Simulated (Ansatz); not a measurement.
`B[SiH2]B[SiH2]C` + HCl → `B[SiH2]Cl` + `B[SiH2]C`  (cleavage of the Si–B bond)

Computed with Ansatz on PBE0-D4/def2-TZVP structures; ΔE is electronic, products minus reactants. CBS: MP2 limit from def2 TZ/QZ plus the TZ coupled-cluster correction, frozen cores. This one scheme is used for every species. Functionals use def2-TZVPP. B3LYP here is the variant with VWN-RPA as its local correlation; programs differ in this. One conformer a species, not always the lowest.

```json
{"level": "r2SCAN-D4", "ΔE (kJ/mol)": "-83.9"}
{"level": "ωB97X-V", "ΔE (kJ/mol)": "-95.0"}
{"level": "ωB97M-V", "ΔE (kJ/mol)": "-95.7"}
{"level": "PBE", "ΔE (kJ/mol)": "-76.4"}
{"level": "r2SCAN", "ΔE (kJ/mol)": "-86.0"}
{"level": "B3LYP", "ΔE (kJ/mol)": "-98.3"}
{"level": "HF/def2-TZVPP", "ΔE (kJ/mol)": "-125.6"}
{"level": "HF/def2-QZVPP", "ΔE (kJ/mol)": "-126.2"}
```

What does CCSD(T)/CBS give? (Best estimate.)

Ansatz gave: -90.3 kJ/mol. The listed levels differ from it by 6.4, -4.7, -5.4, 13.9, 4.3, -8.0, -35.3, -35.9 kJ/mol.

Largest T1 diagnostic among the species: 0.015.

From PBE to PBE0 (25 % exact exchange), in def2-TZVPP and without D4, ΔE moves by −10.0 kJ/mol. In def2-TZVPP, CCSD(T) changes the Hartree–Fock value by +38.4 kJ/mol (the triples alone add +5.4 kJ/mol) and MP2 by +28.6 kJ/mol. The D4 term adds +8.9 kJ/mol with B3LYP and +5.5 kJ/mol with PBE0; it sums over pairs of atoms, weighted by their polarisabilities, and B3LYP, whose exchange is more repulsive, gets the larger term.
